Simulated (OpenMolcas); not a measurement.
## OpenMolcas run: Mo

Input:

```
&GATEWAY
Coord
1

Mo 0.0 0.0 0.0
Basis=ANO-RCC-VDZP
Group=XYZ
NoMove
AngMom=0.0 0.0 0.0
AMFI
&SEWARD
&RASSCF
FileOrb=start.orb
Symmetry=1
Spin=7
nActEl=6 0 0
Inactive=9 9
Ras2=6 0
CIRoot=1 1 1
SDav=1
CIMx=300
Iter=120 100
PrWF=0.3
OrbListing=Nothing
MaxOrb=0
Atom
>>> COPY $Project.JobIph JOBPRE
&RASSCF
FileOrb=start.orb
Symmetry=1
Spin=7
nActEl=6 0 2
Inactive=9 9
Ras2=6 0
Ras3=0 3
CIRoot=1 1 1
SDav=46
CIMx=300
Iter=120 100
PrWF=0.3
OrbListing=Nothing
MaxOrb=0
Thrs=2.0e-7 1.0e-1 5.0e-4
Atom
>>> COPY $Project.JobIph JOB001
&RASSCF
FileOrb=start.orb
Symmetry=1
Spin=5
nActEl=6 0 2
Inactive=9 9
Ras2=6 0
Ras3=0 3
CIRoot=47 47 1
SDav=485
CIMx=300
Iter=120 100
PrWF=0.3
OrbListing=Nothing
MaxOrb=0
Thrs=2.0e-7 1.0e-1 5.0e-4
Atom
CIOnly
>>> COPY $Project.JobIph JOB002
&RASSCF
FileOrb=start.orb
Symmetry=1
Spin=3
nActEl=6 0 2
Inactive=9 9
Ras2=6 0
Ras3=0 3
CIRoot=102 102 1
SDav=1494
CIMx=300
Iter=120 100
PrWF=0.3
OrbListing=Nothing
MaxOrb=0
Thrs=2.0e-7 1.0e-1 5.0e-4
Atom
CIOnly
>>> COPY $Project.JobIph JOB003
&RASSCF
FileOrb=start.orb
Symmetry=1
Spin=1
nActEl=6 0 2
Inactive=9 9
Ras2=6 0
Ras3=0 3
CIRoot=102 102 1
SDav=1120
CIMx=300
Iter=120 100
PrWF=0.3
OrbListing=Nothing
MaxOrb=0
Thrs=2.0e-7 1.0e-1 5.0e-4
Atom
CIOnly
>>> COPY $Project.JobIph JOB004
&RASSCF
FileOrb=start.orb
Symmetry=2
Spin=7
nActEl=6 0 2
Inactive=9 9
Ras2=6 0
Ras3=0 3
CIRoot=18 18 1
SDav=18
CIMx=300
Iter=120 100
PrWF=0.3
OrbListing=Nothing
MaxOrb=0
Thrs=2.0e-7 1.0e-1 5.0e-4
Atom
>>> COPY $Project.JobIph JOB005
&RASSCF
FileOrb=start.orb
Symmetry=2
Spin=5
nActEl=6 0 2
Inactive=9 9
Ras2=6 0
Ras3=0 3
CIRoot=102 102 1
SDav=270
CIMx=300
Iter=120 100
PrWF=0.3
OrbListing=Nothing
MaxOrb=0
Thrs=2.0e-7 1.0e-1 5.0e-4
Atom
CIOnly
>>> COPY $Project.JobIph JOB006
&RASSCF
FileOrb=start.orb
Symmetry=2
Spin=3
nActEl=6 0 2
Inactive=9 9
Ras2=6 0
Ras3=0 3
CIRoot=102 102 1
SDav=882
CIMx=300
Iter=120 100
PrWF=0.3
OrbListing=Nothing
MaxOrb=0
Thrs=2.0e-7 1.0e-1 5.0e-4
Atom
CIOnly
>>> COPY $Project.JobIph JOB007
&RASSI
NrOfJobIphs=6 1 30 72 23 18 13
1
1 2 3 4 5 6 7 8 9 10 11 12 13 14 15 16 17 18 19 20 21 22 23 24 25 26 27
28 29 30
1 2 3 4 5 6 7 8 9 10 11 12 13 14 15 16 17 18 19 20 21 22 23 24 25 26 27
28 29 30 31 32 33 34 35 36 37 38 39 40 41 42 43 44 45 46 47 48 49 50 51
52 53 54 55 56 57 58 59 60 61 62 63 64 65 66 67 68 69 70 71 72
1 2 3 4 5 6 7 8 9 10 11 12 13 14 15 16 17 18 19 20 21 22 23
1 2 3 4 5 6 7 8 9 10 11 12 13 14 15 16 17 18
1 2 3 4 5 6 7 8 9 10 11 12 13
IphNames
JOB001
JOB002
JOB003
JOB004
JOB005
JOB006
EJob
SpinOrbit
DIPRint=1.0
SOCoupling=1000.0
Subsets=2
MEES
Property=10
'ANGMOM' 1 'ANGMOM' 2 'ANGMOM' 3 'MLTPL  1' 1 'MLTPL  1' 2 'MLTPL  1' 3
'AMFI' 1 'AMFI' 2 'AMFI' 3 'MLTPL  2' 6
SOProperty=3
'ANGMOM' 1 'ANGMOM' 2 'ANGMOM' 3
```

A driver script runs the steps one by one and writes start.orb anew before each from the orbitals found so far, so a CI-only block uses the converged orbitals of the first block.

Output, cut to the results:

```
--- SEWARD ---
Basis set label: MO.ANO-RCC...6S5P3D1F.

      Electronic valence basis set:
      ------------------
      Associated Effective Charge  42.000000 au
      Associated Actual Charge     42.000000 au
      Nuclear Model: Point charge

      Shell  nPrim  nBasis  Cartesian Spherical Contaminant
         s      21       6        X
         p      18       5        X
         d      13       3                 X
         f       6       1                 X
                  Relativistic Douglas-Kroll-Hess integrals:
                    - DKH order of Hamiltonian: 2
                    - DKH order of Properties : 0
                  Atomic mean-field integrals
--- RASSCF ---
Wave function specifications:
      -----------------------------

      Number of closed shell electrons          36
      Number of electrons in active shells       6
      Max number of holes in RAS1 space          0
      Max nr of electrons in RAS3 space          2
      Number of inactive orbitals               18
      Number of active orbitals                  9
      Number of secondary orbitals              16
      Spin quantum number                      3.0
      State symmetry                             1
Orbital specifications:
      -----------------------

      Symmetry species                           1   2
                                                ag  au
      Frozen orbitals                            0   0
      Inactive orbitals                          9   9
      Active orbitals                            6   3
      RAS1 orbitals                              0   0
      RAS2 orbitals                              6   0
      RAS3 orbitals                              0   3
      Secondary orbitals                         6  10
      Deleted orbitals                           0   0
      Number of basis functions                 21  22
      Number of CSFs                            46
      Number of root(s) required                 1
      Iter CI   SX   CI       RASSCF       Energy    max ROT     max BLB   max BLB  Level Ln srch  Step   QN
          iter iter root      energy       change     param      element    value   shift minimum  type update
 Nr of preliminary CI iterations:   1
      Total energies have been shifted. Add                -4000.00 au
        1   1    3    1   -45.70235853    0.00E+00  -2.94E-05   15  16 1  2.70E-06   0.27   0.00    SX    NO
        2   1    2    1   -45.70235853   -5.18E-11  -1.51E-05   15  16 1  1.61E-06   0.27   0.00    SX    NO
        3   1    2    1   -45.70235853   -1.27E-11   7.50E-06   15  16 1  9.90E-07   0.27   0.00    SX    NO
        4   1    2    1   -45.70235853   -8.64E-12  -3.73E-06   15  16 1  6.06E-07   0.27   0.00    SX    NO
      Convergence after  4 iterations
        5   1    2    1   -45.70235853    4.09E-12  -3.73E-06   15  16 1  3.74E-07   0.27   0.00    SX    NO
      Natural orbitals and occupation numbers for root  1
      sym 1:   0.998177   0.998177   0.998177   0.998177   0.998177   1.000000
      sym 2:   0.003039   0.003039   0.003039
::    RASSCF root number  1 Total energy:  -4045.70235853
--- RASSCF ---
Wave function specifications:
      -----------------------------

      Number of closed shell electrons          36
      Number of electrons in active shells       6
      Max number of holes in RAS1 space          0
      Max nr of electrons in RAS3 space          2
      Number of inactive orbitals               18
      Number of active orbitals                  9
      Number of secondary orbitals              16
      Spin quantum number                      2.0
      State symmetry                             1
Orbital specifications:
      -----------------------

      Symmetry species                           1   2
                                                ag  au
      Frozen orbitals                            0   0
      Inactive orbitals                          9   9
      Active orbitals                            6   3
      RAS1 orbitals                              0   0
      RAS2 orbitals                              6   0
      RAS3 orbitals                              0   3
      Secondary orbitals                         6  10
      Deleted orbitals                           0   0
      Number of basis functions                 21  22
      Number of CSFs                           485
      Number of root(s) required                47
...
--- RASSI ---
SPIN-FREE ENERGIES:
  (Shifted by EMIN (a.u.) =      -4045.7023585310)

 SF State       Relative EMIN(au)   Rel lowest level(eV)    D:o, cm**(-1)      L_eff

     1             0.0000000000        0.0000000000              0.0000         0.0
     2             0.0652446012        1.7753960444          14319.5348         0.0
     3             0.0839784378        2.2851697077          18431.1367         2.0
     4             0.0839784378        2.2851697077          18431.1367         2.0
     5             0.0839784378        2.2851697077          18431.1367         2.0
     6             0.0839784378        2.2851697077          18431.1367         2.0
     7             0.0839784378        2.2851697077          18431.1367         2.0
     8             0.1010567891        2.7498953215          22179.4015         4.0
     9             0.1010567891        2.7498953215          22179.4015         4.0
    10             0.1010567891        2.7498953215          22179.4015         4.0
    11             0.1010567891        2.7498953215          22179.4015         4.0
    12             0.1010567891        2.7498953215          22179.4015         4.0
    13             0.1010567891        2.7498953215          22179.4015         4.0
    14             0.1010567891        2.7498953215          22179.4015         4.0
    15             0.1010567891        2.7498953215          22179.4015         4.0
    16             0.1010567891        2.7498953215          22179.4015         4.0
    17             0.1121984608        3.0530756524          24624.7158         1.0
    18             0.1121984608        3.0530756524          24624.7158         1.0
    19             0.1121984608        3.0530756524          24624.7158         1.0
   127             0.1169189284        3.1815261192          25660.7387         3.0
   128             0.1169189284        3.1815261192          25660.7387         3.0
...
```

Levels above the lowest, from the spin-orbit matrix, grouped by J:

```json
{"Configuration": "4d5 5s", "Term": "7S", "J": "3", "E (cm-1)": "0.0", "Measured (cm-1)": "0.0", "g": "2.001", "Term weight %": "100"}
{"Configuration": "4d5 5s", "Term": "5S", "J": "2", "E (cm-1)": "14291", "Measured (cm-1)": "10768", "g": "2.000", "Term weight %": "99"}
{"Configuration": "4d4 5s2", "Term": "5D", "J": "0", "E (cm-1)": "17702", "Measured (cm-1)": "10966", "g": "", "Term weight %": "99"}
{"Configuration": "4d4 5s2", "Term": "5D", "J": "1", "E (cm-1)": "17842", "Measured (cm-1)": "", "g": "1.502", "Term weight %": "99"}
{"Configuration": "4d4 5s2", "Term": "5D", "J": "2", "E (cm-1)": "18098", "Measured (cm-1)": "", "g": "1.502", "Term weight %": "99"}
{"Configuration": "4d4 5s2", "Term": "5D", "J": "3", "E (cm-1)": "18445", "Measured (cm-1)": "", "g": "1.501", "Term weight %": "99"}
{"Configuration": "4d4 5s2", "Term": "5D", "J": "4", "E (cm-1)": "18874", "Measured (cm-1)": "", "g": "1.500", "Term weight %": "99"}
{"Configuration": "4d5 5s", "Term": "5G", "J": "2", "E (cm-1)": "22112", "Measured (cm-1)": "16641", "g": "0.335", "Term weight %": "99"}
{"Configuration": "4d5 5s", "Term": "5G", "J": "3", "E (cm-1)": "22150", "Measured (cm-1)": "", "g": "0.918", "Term weight %": "99"}
{"Configuration": "4d5 5s", "Term": "5G", "J": "4", "E (cm-1)": "22191", "Measured (cm-1)": "", "g": "1.151", "Term weight %": "100"}
{"Configuration": "4d5 5s", "Term": "5G", "J": "5", "E (cm-1)": "22226", "Measured (cm-1)": "", "g": "1.267", "Term weight %": "100"}
{"Configuration": "4d5 5s", "Term": "5G", "J": "6", "E (cm-1)": "22246", "Measured (cm-1)": "", "g": "1.334", "Term weight %": "100"}
{"Configuration": "4d4 5s 5p", "Term": "7F*", "J": "0", "E (cm-1)": "24408", "Measured (cm-1)": "", "g": "", "Term weight %": "100"}
{"Configuration": "4d5 5s", "Term": "5P", "J": "3", "E (cm-1)": "24443", "Measured (cm-1)": "", "g": "1.654", "Term weight %": "93"}
{"Configuration": "4d4 5s 5p", "Term": "7F*", "J": "1", "E (cm-1)": "24516", "Measured (cm-1)": "", "g": "1.501", "Term weight %": "100"}
{"Configuration": "4d5 5s", "Term": "5P", "J": "2", "E (cm-1)": "24535", "Measured (cm-1)": "", "g": "1.817", "Term weight %": "95"}
{"Configuration": "4d5 5s", "Term": "5P", "J": "1", "E (cm-1)": "24629", "Measured (cm-1)": "", "g": "2.481", "Term weight %": "98"}
{"Configuration": "4d4 5s 5p", "Term": "7F*", "J": "2", "E (cm-1)": "24734", "Measured (cm-1)": "", "g": "1.501", "Term weight %": "100"}
{"Configuration": "4d4 5s 5p", "Term": "7F*", "J": "3", "E (cm-1)": "25062", "Measured (cm-1)": "", "g": "1.501", "Term weight %": "100"}
{"Configuration": "4d4 5s 5p", "Term": "7F*", "J": "4", "E (cm-1)": "25500", "Measured (cm-1)": "", "g": "1.501", "Term weight %": "100"}
{"Configuration": "4d4 5s 5p", "Term": "7P*", "J": "2", "E (cm-1)": "25524", "Measured (cm-1)": "", "g": "2.335", "Term weight %": "100"}
{"Configuration": "4d4 5s 5p", "Term": "7P*", "J": "3", "E (cm-1)": "25833", "Measured (cm-1)": "", "g": "1.918", "Term weight %": "100"}
{"Configuration": "4d4 5s 5p", "Term": "7F*", "J": "5", "E (cm-1)": "26052", "Measured (cm-1)": "", "g": "1.501", "Term weight %": "100"}
{"Configuration": "4d4 5s 5p", "Term": "7P*", "J": "4", "E (cm-1)": "26287", "Measured (cm-1)": "", "g": "1.752", "Term weight %": "100"}
```

Against the 3 measured excited levels shown (NIST Handbook of Basic Atomic Spectroscopic Data) the mean absolute deviation is 5200 cm-1; the largest miss in energy is 4d4 5s2 5D0: computed 17702, measured 10966 cm-1 (+61.4 %).

Some high roots are left out of the spin-orbit mixing, which shifts the levels that they would mix with. Without dynamic correlation excited terms often stand tens of per cent too high (terms of higher spin than the ground term too low), and those without a measured partner can miss by more than the paired ones. Terms from blocks run as CI alone lack orbitals of their own. Configurations are named by rounded mean occupations; where the s occupation lies near a half they are strongly mixed, a name can repeat and a true partner stay unpaired. A single d shell beside an s shell can misplace configurations of different d count against each other. Computed and measured levels are paired by configuration, term and J; levels that our copy of the source lacks, or whose pairing is in doubt (as where it misses far off the trend of its configuration), stay unpaired and out of the deviations. Levels of configurations outside the active space are missing. The first state left out of the spin-orbit step lies near 39000 cm-1 above the lowest spin-free state of the reference (among the parities and spins computed), and the list stops at four fifths of that energy or lower. The table shows the lowest 24 of 43 levels.

The term weight is that of the spin-free term in the level, not the purity of its configuration. * marks odd parity.
